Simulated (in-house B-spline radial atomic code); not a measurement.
How G0W0 and RPA depend on the start: neutral rubidium

Configuration [Kr] 5s1, highest spin. Computed with an all-electron radial atomic-structure program (B-spline basis): all electrons, scalar-relativistic (spin-free one-electron X2C), finite nucleus, each spin shell either full or empty, empty states to l = 9 with an (l + 1/2)⁻⁴ tail; G0W0 by contour deformation at full frequency.

RPA overbinds a lone outer s electron by self-correlation, and G0W0 tends to as well.

| start | mean-field 5s up (eV) | G0W0 (eV) | QP weight | RPA correlation (Eh) |
| --- | --- | --- | --- | --- |
| Hartree-Fock | -3.817 | ? | ? | ? |
| LDA VWN5 | -2.547 | -4.353 | 0.701 | -2.7078 |
| PBE | -2.436 | -4.243 | 0.602 | -2.7023 |
| PBE0 | -2.868 | ? | ? | ? |
| r2SCAN | -2.492 | -4.354 | 0.740 | -2.658 |
| HSE06 | -2.558 | -4.312 | 0.705 | -2.6402 |
| B3LYP (VWN-RPA) | -2.796 | -4.411 | 0.826 | -2.647 |
| BHandHLYP | -3.182 | -4.422 | 0.910 | -2.5682 |
| CAM-B3LYP | -3.546 | -4.447 | 0.931 | -2.6105 |
| LC-wPBE | -4.137 | -4.411 | 0.954 | -2.6018 |
| wB97X | -3.916 | -4.393 | 0.951 | -2.5907 |
| PBEsol | -2.450 | -4.285 | 0.630 | -2.704 |
| r2SCAN0 | -2.906 | -4.415 | 0.852 | -2.6027 |

(1) What G0W0 level, weight and RPA correlation energy follow from the Hartree-Fock start?

(2) What G0W0 level, weight and RPA correlation energy follow from the PBE0 start?

(3) How much of the dependence on the start does G0W0 remove?

## Answers

(1) G0W0 level -4.355 eV, weight 0.952, RPA correlation -2.4519 hartree.

(2) G0W0 level -4.413 eV, weight 0.849, RPA correlation -2.6307 hartree.

(3) The mean-field levels span 1.7 eV and the G0W0 levels 0.205 eV. Against 4.177 eV (NIST, measured) the G0W0 removal energies are off by +0.07 to +0.27 eV, with spin-orbit coupling, Breit and QED terms left out.
